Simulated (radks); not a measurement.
Hg III, 78 electrons, occupied as [Kr] 4d10 4f14 5s2 5p4 5d10 6d2 (not the ground configuration).

All-electron calculation, scalar-relativistic Kohn-Sham, AM05, spin-polarised, spherical densities, finite nucleus; open shells are filled with parallel spins first (spin-orbit coupling, left out, can overturn this in heavy ions); Fermi nuclear charge, rms radius 5.4648 fm. Program: a radial shooting solver on a logarithmic mesh with Libxc functionals.

Energy parts (eV):
| part | energy |
|---|---|
| total | -533352.46 |
| kinetic | 598222.27 |
| electron-nucleus | -1325578.01 |
| Hartree | 203755.84 |
| exchange-correlation | -9752.56 |

Orbitals (lengths in bohr, moments of r in powers of bohr):
1s up: occ. 1; eigenvalue (eV) -83117.49; <r^2> 0.0003813
1s down: occ. 1; eigenvalue (eV) -83117.18; <r^2> 0.0003813
2s up: occ. 1; eigenvalue (eV) -14768.31; <r^2> 0.005803
2s down: occ. 1; eigenvalue (eV) -14768.10; <r^2> 0.005803
2p up: occ. 3; eigenvalue (eV) -12749.46; <r^2> 0.004900
2p down: occ. 3; eigenvalue (eV) -12749.17; <r^2> 0.004900
3s up: occ. 1; eigenvalue (eV) -3536.083; <r^2> 0.03740
3s down: occ. 1; eigenvalue (eV) -3535.862; <r^2> 0.03739
3p up: occ. 3; eigenvalue (eV) -2952.501; <r^2> 0.03851
3p down: occ. 3; eigenvalue (eV) -2952.256; <r^2> 0.03851
3d up: occ. 5; eigenvalue (eV) -2336.529; <r^2> 0.03189
3d down: occ. 5; eigenvalue (eV) -2336.284; <r^2> 0.03189
4s up: occ. 1; eigenvalue (eV) -809.3034; <r^2> 0.1801
4s down: occ. 1; eigenvalue (eV) -808.9327; <r^2> 0.1800
4p up: occ. 3; eigenvalue (eV) -617.8181; <r^2> 0.2059
4p down: occ. 3; eigenvalue (eV) -617.4171; <r^2> 0.2057
4d up: occ. 5; eigenvalue (eV) -390.2479; <r^2> 0.2328
4d down: occ. 5; eigenvalue (eV) -389.7672; <r^2> 0.2324
5s up: occ. 1; eigenvalue (eV) -158.4119; <r^2> 0.8916
5s down: occ. 1; eigenvalue (eV) -156.3474; <r^2> 0.8931
4f up: occ. 7; eigenvalue (eV) -137.6958; <r^2> 0.2789
4f down: occ. 7; eigenvalue (eV) -137.0535; <r^2> 0.2773
5p up: occ. 3; eigenvalue (eV) -105.6277; <r^2> 1.163
5p down: occ. 1; eigenvalue (eV) -103.6432; <r^2> 1.172
5d up: occ. 5; eigenvalue (eV) -45.2158; <r^2> 1.988
5d down: occ. 5; eigenvalue (eV) -43.7523; <r^2> 2.025
6s up: occ. 0; eigenvalue (eV) -32.7170; <r^2> 5.216
6s down: occ. 0; eigenvalue (eV) -31.9906; <r^2> 5.086
6p up: occ. 0; eigenvalue (eV) -21.9924; <r^2> 8.132
6p down: occ. 0; eigenvalue (eV) -20.8695; <r^2> 7.825
6d up: occ. 2; eigenvalue (eV) -11.5875; <r^2> 17.17

The highest occupied level is 6d up at -11.587 eV. The configuration is held as typed, so some empty levels lie below it. Summed over all electrons, <r^2> = 69.33 bohr^2, which gives a Langevin (diamagnetic) susceptibility term of -54.9 x 10^-6 cm^3/mol. Spin moment in Bohr magnetons: 4.
